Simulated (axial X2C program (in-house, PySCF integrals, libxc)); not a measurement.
## RhCl: properties at the nuclei

Calculated with an in-house all-electron X2C program for linear molecules (integrals from PySCF): two-component X2C with atomic mean-field Coulomb and Gaunt terms, Gaussian nuclei, basis Rh dyall-cv3z, Cl dyall-av3z with contracted cores.

R = 2.267 Å (near the PBE0 minimum at charge 0 of the determinant lowest at the starting distance; the state shown can have its own minimum elsewhere).

Input and command:
```json
{"zs": [45, 17], "q": 0, "bas": ["dyall-cv3z", "dyall-av3z"], "r0": 2.24, "levels": ["PBE0", "HF", "PBE", "TPSSh", "B3LYP"], "nst": 3}
```
```bash
python soeom.py task.json out
```

Keys: zs atomic numbers; q charge; bas basis sets; r0 starting distance in Å; levels methods; nst determinants followed.

Determinant lowest in the PBE0 search, Ω = 3 (⟨Sz⟩ = 0.99, ⟨Lz⟩ = 2.01 at PBE0), spin on the atoms Rh 0.97, Cl 0.02:

| level | Eeff magnitude (GV/cm) | Ws magnitude Rh (kHz) | A∥/gI Rh (MHz) | qzz Rh (a.u.) | A∥/gI Cl (MHz) | qzz Cl (a.u.) | μ (D) |
| --- | --- | --- | --- | --- | --- | --- | --- |
| PBE0 | 2 | 0.302 | 587 | -1.05 | 7.01 | 2.16 | -5.07 |
| HF | 2.08 | 0.312 | 357 | -1.73 | 0.53 | 1.28 | -6.55 |
| PBE | 1.85 | 0.281 | 689 | -0.82 | 9.41 | 2.53 | -4.31 |
| TPSSh | 1.98 | 0.296 | 633 | -0.96 | 6.91 | 2.26 | -4.87 |
| B3LYP | 1.85 | 0.278 | 615 | -0.96 | 7.97 | 2.26 | -4.82 |

Eeff is the effective electric field on the electron electric dipole moment in this Ω state and Ws the scalar–pseudoscalar constant of the nucleus named (defined with the proton number Z and per Ω); A∥ (defined per Ω) follows by multiplying with gI = μI/(I μN); qzz is the electric field gradient, eQq0 = 234.96 MHz × Q/barn × qzz; μ is positive if the Cl end (last atom) is positive. The operators were transformed with the bare-nucleus X2C matrices; with these basis sets, hyperfine constants and field gradients can be off by tens of per cent, and where levels differ in sign neither size nor sign is settled.

(1) With gI(103Rh) = -0.1768, Q(35Cl) = -0.08112 barn (g factors from the IAEA table of nuclear moments by Stone; Q from Pyykkö, Mol. Phys. 2018), turn the PBE0 values of the first state into constants in MHz.

Each state is one determinant with collinear spin, which with several unpaired electrons need not be a pure state. Unrestricted Hartree–Fock can overshoot spin polarisation at the nuclei. With several open shells hyperfine constants can be off by a factor of several. Open-shell Ω = 0 determinants with evenly filled partner blocks cannot be reached by this program, so the Ω shown need not be the lowest component. States lie within half an eV, so the first need not be the ground state. Further determinants of the search, some of them spin-mixed, are not shown. Where a field gradient or hyperfine factor spreads by more than a factor of two over the levels, a constant derived from it is not to be relied on.

Results:

(1) A∥(103Rh) = 587 × -0.1768 = -104 MHz; eQq0(35Cl) = 234.96 × (-0.08112) × (2.16) = -41.2 MHz.
